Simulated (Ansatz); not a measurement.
Relaxation of trans-[VF2(H2O)4]+ (VO₄F₂H₈⁺) with UKS PBE-D4/def2-SVP.

```sh
$ ansatz run in.yaml --threads 4 --pin off --events-out ev --progress --plain --max-ram 8704MiB
```

```yaml
crystal:
  periodic: [false, false, false]
  atoms:
    - {symbol: V, position_ang: [-0.000480, -0.000450, -0.000370]}
    - {symbol: F, position_ang: [-0.006650, 0.023700, 1.711750]}
    - {symbol: F, position_ang: [0.005800, -0.022420, -1.713010]}
    - {symbol: O, position_ang: [2.141970, 0.018310, -0.000240]}
    - {symbol: H, position_ang: [2.507700, -0.416970, -0.785810]}
    - {symbol: H, position_ang: [2.514010, -0.414460, 0.783580]}
    - {symbol: O, position_ang: [-2.142340, -0.016660, -0.010070]}
    - {symbol: H, position_ang: [-2.504190, 0.401290, -0.806920]}
    - {symbol: H, position_ang: [-2.518070, 0.433350, 0.762080]}
    - {symbol: O, position_ang: [-0.016700, 2.140710, -0.024240]}
    - {symbol: H, position_ang: [0.427630, 2.503110, -0.806020]}
    - {symbol: H, position_ang: [0.407310, 2.515590, 0.763200]}
    - {symbol: O, position_ang: [0.017240, -2.141890, 0.033820]}
    - {symbol: H, position_ang: [-0.425660, -2.526240, -0.738650]}
    - {symbol: H, position_ang: [-0.407570, -2.496970, 0.830890]}
basis:
  gaussian: {orbitals: def2-SVP}
total_charge: 1
magnetization: {spin_polarized: true, initial_magnetization: 2}
hamiltonian: {xc: pbe, dispersion: d4}
scf: {lower_state_search: "off"}
output: {orbitals: {seedname: orbitals}}
relax: {f_tol: 0.02, max_steps: 100}
```

Hardware: 4 threads of Arm Neoverse V2 on a shared host. Wall time 26 s.

Positions (Å) and forces (eV/Å) at steps 1, 2, 3, 4 of 4:

```xyz
15
step=1 energy=-39405.6085 eV
V     0.000    0.000    0.000    0.000    0.000   -0.008
F    -0.007    0.024    1.712   -0.006    0.038    2.954
F     0.006   -0.022   -1.713    0.009   -0.039   -2.939
O     2.142    0.018    0.000   -0.665    0.434    0.001
H     2.508   -0.417   -0.786    0.260   -0.245   -0.264
H     2.514   -0.414    0.784    0.265   -0.244    0.266
O    -2.142   -0.017   -0.010    0.660   -0.436   -0.004
H    -2.504    0.401   -0.807   -0.258    0.236   -0.265
H    -2.518    0.433    0.762   -0.264    0.253    0.264
O    -0.017    2.141   -0.024   -0.448   -0.734    0.005
H     0.428    2.503   -0.806    0.230    0.276   -0.266
H     0.407    2.516    0.763    0.222    0.275    0.260
O     0.017   -2.142    0.034    0.422    0.716    0.005
H    -0.426   -2.526   -0.739   -0.220   -0.277   -0.246
H    -0.408   -2.497    0.831   -0.206   -0.253    0.236
15
step=2 energy=-39405.8468 eV
V     0.000    0.000    0.000    0.001    0.000   -0.009
F    -0.005    0.024    1.762   -0.003    0.015    1.165
F     0.005   -0.023   -1.762    0.005   -0.016   -1.157
O     2.129   -0.013    0.001   -0.307    0.132    0.000
H     2.515   -0.444   -0.786    0.084   -0.078   -0.043
H     2.522   -0.438    0.787    0.082   -0.076    0.043
O    -2.130    0.014   -0.011    0.305   -0.133    0.002
H    -2.512    0.427   -0.808   -0.081    0.076   -0.043
H    -2.525    0.456    0.765   -0.084    0.079    0.043
O    -0.024    2.124   -0.024   -0.101   -0.291   -0.001
H     0.395    2.525   -0.810    0.047    0.078   -0.019
H     0.380    2.538    0.763    0.050    0.081    0.022
O     0.024   -2.124    0.034    0.094    0.285   -0.011
H    -0.391   -2.548   -0.742   -0.043   -0.075   -0.013
H    -0.382   -2.517    0.831   -0.047   -0.077    0.021
15
step=3 energy=-39405.9037 eV
V     0.000    0.000    0.000    0.000    0.001    0.001
F    -0.004    0.024    1.798    0.000    0.002    0.145
F     0.005   -0.024   -1.798    0.000   -0.002   -0.145
O     2.104   -0.039    0.001    0.011    0.013   -0.001
H     2.499   -0.473   -0.782    0.001   -0.002    0.004
H     2.504   -0.460    0.788    0.000   -0.004   -0.002
O    -2.104    0.039   -0.010   -0.011   -0.013    0.000
H    -2.495    0.454   -0.805   -0.002    0.003    0.003
H    -2.507    0.480    0.765    0.000    0.004   -0.003
O    -0.036    2.101   -0.024    0.044    0.055   -0.006
H     0.357    2.531   -0.811   -0.021   -0.029    0.030
H     0.349    2.545    0.760   -0.019   -0.026   -0.025
O     0.036   -2.101    0.033   -0.044   -0.054   -0.007
H    -0.354   -2.553   -0.743    0.021    0.031    0.029
H    -0.354   -2.523    0.827    0.018    0.023   -0.023
15
step=4 energy=-39405.9046 eV
V     0.000    0.000    0.000    0.000    0.000    0.000
F    -0.004    0.024    1.804    0.000    0.000    0.010
F     0.005   -0.024   -1.803    0.000    0.000   -0.010
O     2.105   -0.035    0.002   -0.005    0.007    0.000
H     2.501   -0.469   -0.781    0.001   -0.003   -0.003
H     2.505   -0.457    0.789    0.001   -0.003    0.004
O    -2.105    0.035   -0.009    0.005   -0.007    0.000
H    -2.497    0.449   -0.804   -0.001    0.003   -0.003
H    -2.508    0.477    0.765   -0.001    0.003    0.004
O    -0.033    2.101   -0.025    0.008    0.010    0.000
H     0.363    2.529   -0.811   -0.004   -0.008   -0.007
H     0.352    2.543    0.759   -0.004   -0.007    0.007
O     0.033   -2.101    0.033   -0.008   -0.010    0.000
H    -0.359   -2.550   -0.743    0.004    0.008   -0.007
H    -0.356   -2.521    0.826    0.004    0.007    0.006
```
